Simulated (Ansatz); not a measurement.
Gas-phase electronic energies from Ansatz, PBE0-D4/def2-TZVP geometries. CCSD(T)/CBS is the MP2 limit (def2-TZVPP, def2-QZVPP) plus CCSD(T) − MP2 in def2-TZVPP, frozen cores. DFT in def2-TZVPP. B3LYP here is the variant with VWN-RPA as its local correlation; programs differ in this. For Se outer-core shells are correlated without core-valence functions, which leaves a few kJ/mol of doubt a bond. Scalar relativity is left out up to krypton. One conformer a species, not always the lowest.

`C=C([SiH3])[SeH]` + `C=C=C[SiH3]` → `C=C=C[SeH]` + `C=C([SiH3])[SiH3]`  (redistribution)

`C=C([SiH3])[SeH]`:

Z-matrix (Å, degrees):
```
Si
C 1 1.863
H 1 1.487 2 109.4
H 1 1.486 2 110.2 3 -118.8
H 1 1.486 2 109.1 3 120.2
Se 2 1.908 1 117.4 3 56.8
C 2 1.332 1 122.7 3 -127.1
H 6 1.469 2 95.4 1 -22.5
H 7 1.085 2 120.4 1 0.5
H 7 1.087 2 123.1 1 -179.3
```

`C=C=C[SiH3]`:

```xyz
10

C    -0.605   -2.098   -0.234
C    -0.008   -1.031    0.209
C     0.570    0.058    0.624
Si    0.193    1.710   -0.145
H    -0.174   -2.688   -1.035
H    -1.547   -2.428    0.191
H     1.287   -0.010    1.442
H     1.430    2.308   -0.718
H    -0.329    2.651    0.882
H    -0.816    1.528   -1.217
```

`C=C=C[SeH]`:

Cartesian coordinates in Å:
```
C -1.219 1.189 0.551
C -0.366 0.393 -0.021
C 0.478 -0.415 -0.587
Se 1.020 -2.046 0.248
H -0.886 2.032 1.149
H -2.289 1.038 0.448
H 0.844 -0.241 -1.592
H 2.418 -1.951 -0.197
```

`C=C([SiH3])[SiH3]`:

Z-matrix (Å, degrees):
```
Si
C 1 1.866
H 1 1.488 2 110.5
H 1 1.488 2 110.5 3 -118.9
H 1 1.488 2 109.4 3 120.6
Si 2 1.866 1 121.1 3 59.5
C 2 1.337 1 119.4 3 -120.5
H 6 1.488 2 109.4 1 179.6
H 6 1.488 2 110.5 1 -59.8
H 6 1.488 2 110.5 1 59.0
H 7 1.089 2 122.3 1 -180.0
H 7 1.089 2 122.3 1 0.0
```

```json
{"level": "B3LYP-D4", "ΔE (kJ/mol)": "19.1"}
{"level": "PBE0", "ΔE (kJ/mol)": "19.8"}
{"level": "SCS-MP2/def2-TZVPP", "ΔE (kJ/mol)": "19.7"}
{"level": "MP2/def2-QZVPP", "ΔE (kJ/mol)": "22.8"}
```

(1) What does CCSD(T)/CBS give? (An estimate is asked.)

Largest T1 diagnostic among the species: 0.012.

## Answers

(1) Computed: +20.6 kJ/mol. The listed levels differ from it by -1.5, -0.8, -0.9, 2.2 kJ/mol.
